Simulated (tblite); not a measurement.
C₄H₉AlF₂O.
SMILES with atom numbers: `[F:1][AlH2-:2][O+:3]1[CH2:4][CH2:5][CH2:6][C@H:7]1[F:8]` (hydrogens: H9, H10 on Al2; H11, H12 on C4; H13, H14 on C5; H15, H16 on C6; H17 on C7)

Computed with GFN2-xTB (tblite), gas phase: L-BFGS steps from a force-field or distance-geometry start until the largest atomic force falls under 0.01 eV/Å.

Step 9: E = -759.0260 eV
```
atom  x, y, z in Å  |  force x, y, z in eV/Å
F1      1.8147    1.1215   -1.4625   -0.049  -0.120   0.127
Al2     2.3159    0.0836   -0.2524    0.016  -0.147   0.100
O3      0.5497   -0.4538    0.5852   -0.043   0.015  -0.030
C4     -0.2756    0.5373    1.1900    0.112  -0.020  -0.052
C5     -1.1587    1.0102    0.0373    0.030  -0.018   0.011
C6     -1.3974   -0.2970   -0.7333   -0.007   0.048  -0.005
C7     -0.3335   -1.2498   -0.1602   -0.024   0.078   0.022
F8      0.3687   -1.8778   -1.1268   -0.035   0.056  -0.023
H9      2.8391    0.8004    1.0361   -0.153  -0.075  -0.106
H10     2.8363   -1.3241   -0.6263    0.059   0.188   0.055
H11     0.3756    1.3006    1.6135    0.038   0.031  -0.064
H12    -0.8736    0.0708    1.9846    0.057   0.004   0.016
H13    -2.0790    1.4794    0.3733   -0.014  -0.005   0.023
H14    -0.5916    1.7172   -0.5671   -0.037  -0.001  -0.040
H15    -2.3988   -0.6906   -0.5806   -0.041  -0.030   0.024
H16    -1.2258   -0.1804   -1.8006    0.021   0.028  -0.050
H17    -0.7730   -2.0355    0.4799    0.070  -0.033  -0.007
```

Step 10: E = -759.0329 eV
```
atom  x, y, z in Å  |  force x, y, z in eV/Å
F1      1.8072    1.1128   -1.4518   -0.072  -0.089   0.073
Al2     2.3057    0.0719   -0.2464    0.126  -0.097   0.130
O3      0.5510   -0.4521    0.5801   -0.113   0.024  -0.024
C4     -0.2731    0.5408    1.1884    0.161  -0.065  -0.072
C5     -1.1599    1.0125    0.0385    0.036  -0.064  -0.006
C6     -1.4016   -0.2942   -0.7318    0.059  -0.034  -0.012
C7     -0.3344   -1.2483   -0.1639   -0.009   0.095   0.081
F8      0.3682   -1.8720   -1.1343   -0.066   0.063   0.013
H9      2.8284    0.8034    1.0400   -0.169  -0.116  -0.125
H10     2.8509   -1.3248   -0.6275    0.027   0.178   0.072
H11     0.3842    1.3013    1.6088    0.015   0.036  -0.070
H12    -0.8659    0.0730    1.9854    0.044   0.008   0.024
H13    -2.0789    1.4810    0.3751   -0.043   0.014   0.044
H14    -0.5950    1.7171   -0.5691   -0.024   0.023  -0.048
H15    -2.4022   -0.6923   -0.5852   -0.040  -0.011   0.053
H16    -1.2248   -0.1839   -1.7983    0.007   0.072  -0.080
H17    -0.7667   -2.0341    0.4820    0.061  -0.039  -0.052
```

Step 11: E = -759.0412 eV
```
atom  x, y, z in Å  |  force x, y, z in eV/Å
F1      1.7958    1.0991   -1.4357   -0.087  -0.047   0.001
Al2     2.2986    0.0559   -0.2377    0.177  -0.003   0.131
O3      0.5518   -0.4499    0.5734   -0.140   0.018  -0.006
C4     -0.2676    0.5441    1.1857    0.149  -0.075  -0.073
C5     -1.1614    1.0148    0.0401    0.025  -0.088  -0.031
C6     -1.4068   -0.2911   -0.7307    0.108  -0.114  -0.017
C7     -0.3362   -1.2449   -0.1671    0.009   0.068   0.105
F8      0.3659   -1.8630   -1.1429   -0.076   0.057   0.036
H9      2.8104    0.8048    1.0425   -0.153  -0.140  -0.097
H10     2.8693   -1.3220   -0.6274    0.017   0.108   0.078
H11     0.3956    1.3025    1.6013   -0.004   0.042  -0.076
H12    -0.8552    0.0764    1.9867    0.039   0.017   0.023
H13    -2.0792    1.4834    0.3780   -0.050   0.018   0.064
H14    -0.6001    1.7171   -0.5722   -0.012   0.042  -0.048
H15    -2.4071   -0.6946   -0.5900   -0.015   0.023   0.075
H16    -1.2234   -0.1871   -1.7972   -0.019   0.113  -0.074
H17    -0.7574   -2.0334    0.4834    0.030  -0.039  -0.091
```

Question: Estimate the geometry and energy of step 12. (The exact step hangs on the optimiser's Hessian estimate; all steps are aligned on step 11, rigid shifts and turns removed.)

Answer: E = -759.0483 eV, largest force 0.176 eV/Å
```
atom  x, y, z in Å  |  force x, y, z in eV/Å
F1      1.7838    1.0849   -1.4201   -0.086  -0.013  -0.057
Al2     2.2986    0.0424   -0.2292    0.123   0.092   0.085
O3      0.5513   -0.4482    0.5677   -0.088  -0.006   0.021
C4     -0.2610    0.5460    1.1825    0.069  -0.036  -0.053
C5     -1.1625    1.0157    0.0411    0.002  -0.070  -0.047
C6     -1.4107   -0.2897   -0.7307    0.104  -0.128  -0.011
C7     -0.3383   -1.2409   -0.1683    0.022   0.004   0.070
F8      0.3622   -1.8536   -1.1493   -0.047   0.031   0.027
H9      2.7906    0.8028    1.0424   -0.101  -0.124  -0.017
H10     2.8852   -1.3163   -0.6253    0.041  -0.001   0.068
H11     0.4057    1.3042    1.5929   -0.011   0.046  -0.080
H12    -0.8446    0.0800    1.9883    0.043   0.028   0.014
H13    -2.0799    1.4856    0.3814   -0.024  -0.001   0.068
H14    -0.6052    1.7175   -0.5757   -0.012   0.041  -0.036
H15    -2.4114   -0.6963   -0.5928    0.022   0.052   0.076
H16    -1.2224   -0.1880   -1.7979   -0.043   0.125  -0.034
H17    -0.7485   -2.0341    0.4830   -0.014  -0.040  -0.097
```

The energy changes by -0.0071 eV. The first-order estimate −F·Δx gives -0.0103 eV and the mean of the old and new forces, exact on a quadratic surface, -0.0071 eV. The step makes an angle of 67° with the force vector and moves no atom by more than 0.024 Å.

What follows is the cost of the whole relaxation. Time: 2.6 s. Hardware: one thread, Arm Neoverse N1 (aarch64), shared host.
